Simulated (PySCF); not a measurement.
Q: Write Cartesian coordinates for `N[SiH](N)O[SiH3]` as optimised with GFN2-xTB.

A: 
```xyz
13
H8N2OSi2 angstrom
N     -1.219    1.445    0.326
Si    -0.829   -0.222    0.512
N     -1.700   -1.012   -0.743
O      0.795   -0.345    0.452
Si     2.274   -0.103   -0.139
H     -2.193    1.695    0.324
H     -0.698    2.107    0.878
H     -1.147   -0.902    1.764
H     -1.818   -0.532   -1.621
H     -1.515   -1.987   -0.906
H      2.284   -0.405   -1.572
H      2.649    1.293    0.093
H      3.112   -1.033    0.616
```

Any rigid rotation of these coordinates is as good. Atoms count from 1 in this order. O4 (siloxane oxygen) is bent (angle 156.5°). Si2 (oxygen-bound silicon) is distorted tetrahedral (angles from 102.3° to 119.6°). Si5 (oxygen-bound silicon) is distorted tetrahedral (angles from 104.0° to 112.2°). N1 (silicon-bound nitrogen) is pyramidal (angles 117.4°, 117.4° and 109.8°, sum 344.5°, 0.27 Å off the plane of its three neighbours).

Bonds between heavy atoms (Å): N1–Si2 1.723, Si2–N3 1.720, Si2–O4 1.630, O4–Si5 1.611.

The geometry is computed with GFN2-xTB (gas phase).

Point group: C1 (no symmetry element, even within 0.4 Å). No frequency check. The numbers are those of one conformer (H–N1–Si2–N3 55° and -171°, N1–Si2–N3–H 34° and 171°, N1–Si2–O4–Si5 -50°).
